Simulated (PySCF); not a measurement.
SMILES F[SiH2]CC[SiH3] (C2H9FSi2), PBE0/def2-SVP optimised geometry.

```
14

Si     0.50    -2.18     0.00
C     -0.14    -0.40     0.00
C      0.31     0.43     1.21
Si    -0.37     2.17     1.22
F     -2.00     2.09     1.23
H      2.00    -2.18     0.00
H      0.04    -2.90     1.23
H      0.02    -2.92    -1.21
H     -1.25    -0.44    -0.04
H      0.17     0.08    -0.94
H      0.02    -0.05     2.16
H      1.41     0.51     1.24
H      0.05     2.92     2.44
H      0.02     2.92    -0.01
```

Density from PBE0/def2-TZVP in PySCF at that geometry.

Minimum of the electron density along straight lines between bonded atoms, close to the bond critical point (lines longer than 1.1 times the sum of covalent radii, or with two minima, are not listed):

| bond | length / Å | ρ at the minimum / e bohr⁻³ | ∇²ρ there / e bohr⁻⁵ | position (fraction from the first atom) |
|---|---|---|---|---|
| Si1–C2 | 1.890 | 0.119 | 0.17 | 0.39 |
| C2–C3 | 1.535 | 0.234 | -0.54 | 0.50 |
| C3–Si4 | 1.871 | 0.126 | 0.17 | 0.61 |
| Si4–F5 | 1.631 | 0.128 | 0.88 | 0.42 |
| Si1–H6 | 1.497 | 0.118 | 0.15 | 0.49 |
| Si1–H7 | 1.497 | 0.118 | 0.15 | 0.49 |
| Si1–H8 | 1.496 | 0.118 | 0.15 | 0.49 |
| C2–H9 | 1.104 | 0.268 | -0.88 | 0.64 |
| C2–H10 | 1.105 | 0.267 | -0.87 | 0.64 |
| C3–H11 | 1.105 | 0.267 | -0.87 | 0.64 |
| C3–H12 | 1.106 | 0.265 | -0.86 | 0.64 |
| Si4–H13 | 1.492 | 0.123 | 0.13 | 0.49 |
| Si4–H14 | 1.492 | 0.122 | 0.13 | 0.49 |
